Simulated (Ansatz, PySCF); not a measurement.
Species: 2-methylprop-2-ene-1-selenol, C₄H₈Se, net charge 0, singlet state. SMILES: C=C(C)C[SeH]
Structure (B3LYP-D3(BJ)/def2-TZVP (Ansatz, a quantum-chemistry and plane-wave program) minimum search):
```xyz
13

C     -2.1514     1.4023     0.4879
C     -1.4058     0.3067     0.6146
C     -1.9699    -1.0760     0.4727
C      0.0529     0.4074     0.9215
Se     1.2420    -0.1556    -0.5815
H     -3.2114     1.3440     0.2752
H     -1.7257     2.3928     0.5899
H     -1.5044    -1.5970    -0.3676
H     -1.7706    -1.6712     1.3691
H     -3.0459    -1.0525     0.3072
H      0.3500     1.4339     1.1222
H      0.3376    -0.2087     1.7728
H      1.1874    -1.5943    -0.2785
```
Charge 0, spin multiplicity 1.

Quantity: vertical triplet-singlet gap, E(triplet) - E(singlet), in eV. Terms: six Cartesian d functions in 6-31G* and its kin unless marked 5d; LANL2DZ with its own core potentials from Na on; dispersion terms only where a functional's name holds one; frozen cores in correlated levels (noble-gas shells and the d and f shells of earlier blocks); spin-orbit terms left out; UHF or UKS for open shells; non-relativistic; each state is the SCF solution reached for its charge and spin. First-principles rows: single points at B3LYP-D3(BJ) geometries (Ansatz). Levels can end on unlike triplets.

| level | program | vertical triplet-singlet gap, E(triplet) - E(singlet) (eV) |
|---|---|---|
| HF/6-31G* | Ansatz | 3.39 |
| HF/6-31G* with LANL2DZ past Ar | Ansatz | 3.38 |
| PBE/6-31G* | Ansatz | 4.06 |
| PBE/6-31G* with LANL2DZ past Ar | Ansatz | 4.11 |
| B3LYP/STO-3G | Ansatz | 4.74 |
| B3LYP/3-21G | Ansatz | 4.33 |
| B3LYP/6-31G* | Ansatz | 4.20 |
| B3LYP/6-31G* with LANL2DZ past Ar | Ansatz | 4.21 |
| M06-2X/6-31G* with LANL2DZ past Ar (5d) | PySCF | 4.40 |
| MP2/6-31G* | Ansatz | 4.59 |
| MP2/6-31G* with LANL2DZ past Ar | Ansatz | 4.59 |
| PBE0/def2-TZVPD | Ansatz | 4.04 |

No value to compare with is used here. The 11 habitual levels span 3.38 (HF/6-31G* with LANL2DZ past Ar) to 4.74 eV (B3LYP/STO-3G); PBE0/def2-TZVPD gives 4.04.

The levels are drawn from those run, B3LYP/6-31G* more often than the rest, none by its result; left out are runs that failed, that the program found above a lower state of the same kind, or whose <S^2> lies over 0.5 above the pure value.
